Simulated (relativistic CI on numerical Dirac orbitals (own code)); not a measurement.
**Sn³⁺: computed level list**

Calculated at this level of theory: Dirac-Coulomb-Breit CI, separate exchange-only KLI orbitals for each configuration, model QED, valence Slater integrals scaled by 0.85, P86 correlation energy added to each configuration (own radial code, finite nucleus).

CI space (outside the closed core [Kr]): 4d¹⁰5s, 4d¹⁰5p, 4d¹⁰5d, 4d¹⁰5f, 4d¹⁰5g, 4d¹⁰6s, 4d⁹5s², 4d¹⁰6p, 4d¹⁰4f, 4d¹⁰6d, 4d¹⁰7s, 4d⁹5s4f, 4d¹⁰7p, 4d⁹5s5p, 4d¹⁰7d, 4d¹⁰8s, 4d¹⁰8p, 4d¹⁰8d, 4d⁹5s6p, 4d⁹5s5d, 4d⁹5s6s. Double excitations out of closed p, d and f shells are left out; levels of such configurations are missing from the list, as are those of other unlisted configurations, and high levels can miss mixing partners.

The lowest level is 4d¹⁰5s ²S1/2, with 100 % of that term; Hund's rules for 4d¹⁰5s give ²S with J = 1/2, in agreement.

```csv
No.,Configuration,Term,J,E (cm⁻¹),%,Lifetime (s),jj configuration (%)
1,4d¹⁰5s,²S,1/2,0.0,100,,5s (100)
2,4d¹⁰5p,²P°,1/2,67403.8,100,1.05e-09,5p1/2 (100)
3,4d¹⁰5p,²P°,3/2,73456.5,100,8.10e-10,5p3/2 (100)
4,4d¹⁰5d,²D,3/2,159712.7,99,2.53e-10,5d3/2 (99)
5,4d¹⁰5d,²D,5/2,160315.3,99,2.80e-10,5d5/2 (99)
6,4d¹⁰6s,²S,1/2,167796.1,100,3.23e-10,6s (100)
7,4d⁹5s²,²D,5/2,177369.5,99,3.34e-08,4d5/2^5 (99)
8,4d⁹5s²,²D,3/2,185536.4,99,1.32e-07,4d3/2^3 4d5/2^6 (99)
9,4d¹⁰6p,²P°,1/2,191255.4,100,1.65e-09,6p1/2 (100)
10,4d¹⁰6p,²P°,3/2,193285.9,100,1.75e-09,6p3/2 (100)
11,4d¹⁰4f,²F°,7/2,208099.8,99,8.50e-10,4f7/2 (99)
12,4d¹⁰4f,²F°,5/2,208216.5,99,8.19e-10,4f5/2 (99)
13,4d⁹5s5p,⁴P°,5/2,226330.7,90,6.12e-07,4d5/2^5 5s 5p1/2 (74)
14,4d¹⁰6d,²D,3/2,228016.0,100,6.10e-10,6d3/2 (100)
15,4d¹⁰6d,²D,5/2,228308.8,100,6.81e-10,6d5/2 (100)
16,4d¹⁰7s,²S,1/2,230395.6,100,4.34e-10,7s (100)
17,4d⁹5s5p,⁴F°,7/2,231347.2,74,9.35e-08,4d5/2^5 5s 5p1/2 (70)
18,4d⁹5s5p,⁴F°,5/2,231491.6,59,1.24e-07,4d5/2^5 5s 5p1/2 (76)
19,4d⁹5s5p,⁴P°,3/2,231533.4,75,2.61e-09,4d5/2^5 5s 5p1/2 (39)
20,4d⁹5s5p,⁴F°,9/2,234124.9,100,2.11e+00,4d5/2^5 5s 5p3/2 (100)
21,4d⁹5s5p,⁴F°,3/2,235688.5,87,3.25e-08,4d3/2^3 4d5/2^6 5s 5p1/2 (68)
22,4d⁹5s5p,⁴P°,1/2,236545.8,85,1.83e-09,4d3/2^3 4d5/2^6 5s 5p3/2 (50)
23,4d⁹5s5p,²F°,5/2,239737.2,49,6.04e-08,4d5/2^5 5s 5p3/2 (59)
24,4d⁹5s5p,⁴D°,7/2,240093.2,81,2.82e-07,4d5/2^5 5s 5p3/2 (95)
25,4d⁹5s5p,²D°,3/2,241098.2,59,2.58e-09,4d5/2^5 5s 5p1/2 (33)
26,4d¹⁰7p,²P°,1/2,241275.9,98,1.01e-09,7p1/2 (98)
27,4d¹⁰7p,²P°,3/2,242257.4,97,9.77e-10,7p3/2 (97)
28,4d⁹5s5p,²D°,5/2,242273.1,30,7.29e-08,4d3/2^3 4d5/2^6 5s 5p1/2 (35)
29,4d⁹5s5p,²P°,1/2,244322.9,68,1.49e-10,4d5/2^5 5s 5p3/2 (57)
30,4d⁹5s5p,²P°,3/2,244383.4,75,1.36e-10,4d3/2^3 4d5/2^6 5s 5p1/2 (58)
31,4d⁹5s5p,⁴D°,1/2,245200.6,74,3.17e-10,4d3/2^3 4d5/2^6 5s 5p1/2 (59)
32,4d⁹5s5p,²F°,7/2,246537.9,64,1.99e-08,4d3/2^3 4d5/2^6 5s 5p3/2 (86)
33,4d⁹5s5p,⁴D°,3/2,247746.8,47,1.34e-09,4d3/2^3 4d5/2^6 5s 5p3/2 (74)
34,4d¹⁰5f,²F°,7/2,248955.5,88,2.54e-09,5f7/2 (88)
35,4d¹⁰5f,²F°,5/2,248995.7,97,2.61e-09,5f5/2 (97)
36,4d⁹5s5p,²D°,5/2,249601.4,63,3.78e-08,4d3/2^3 4d5/2^6 5s 5p3/2 (80)
37,4d¹⁰5g,²G,9/2,252377.6,100,1.03e-09,5g9/2 (100)
38,4d¹⁰5g,²G,7/2,252378.0,100,1.03e-09,5g7/2 (100)
39,4d¹⁰7d,²D,3/2,259958.3,100,1.17e-09,7d3/2 (100)
40,4d¹⁰7d,²D,5/2,260114.4,100,1.31e-09,7d5/2 (100)
41,4d¹⁰8s,²S,1/2,261221.2,100,6.44e-10,8s (100)
42,4d⁹5s5p,²P°,3/2,265842.0,80,9.32e-11,4d5/2^5 5s 5p3/2 (63)
43,4d⁹5s5p,²F°,7/2,267023.0,97,2.17e-10,4d5/2^5 5s 5p3/2 (75)
44,4d¹⁰8p,²P°,1/2,267149.1,99,1.28e-09,8p1/2 (99)
45,4d¹⁰8p,²P°,3/2,268181.0,84,6.83e-10,8p3/2 (84)
```

Energies count from the lowest computed level; ° marks odd parity; lifetimes are radiative, by E1, M1, E2, M2, E3 decay to levels of this space only. Filled j subshells are mostly left out of the jj labels.

The mean weight of the leading LS term, summed over parents, in these 45 levels is 87 %, and that of the leading jj configuration (from the same eigenvectors) 85 %.

Correlation outside the listed configurations is missing or only estimated: errors of thousands of cm⁻¹ between configurations and terms are usual at this charge. Rates and lifetimes follow the computed energies and can be off by large factors. The fine structure of a lone outer electron comes out too small, for d and f at times inverted, and misplaced configurations move strength between like terms. 15 of the 15 excited levels that our extract of the measured tables holds in this range could be paired (the sources list more); they are missed by 5345 cm⁻¹ on average and 8136 at most, and levels without a partner can miss by more.

LS names give the leading component of a level, which can be under half, so a name can repeat, a term be missing and a line seem to break the LS rules.
